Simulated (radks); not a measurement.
Valence configurations of C III (all share [He]). All-electron calculation, non-relativistic Kohn-Sham, PBE, spin-unpolarised, spherical densities, point nucleus. Program: a radial shooting solver on a logarithmic mesh with Libxc functionals. Energies are relative to 2s2; eigenvalues in eV.

valence,E (eV),e(2p),e(2s)
2s2,0.000,-,-40.361
2s1.5 2p0.5,4.299,-31.578,-40.182
2s1 2p1,8.604,-31.396,-40.008
2s0.5 2p1.5,12.912,-31.220,-39.841
2p2,17.225,-31.051,-

NIST lists [He] 2s2 as the ground configuration; this level of theory agrees among the configurations tried. The energies are those of spherical spin-averaged densities, not of single terms.
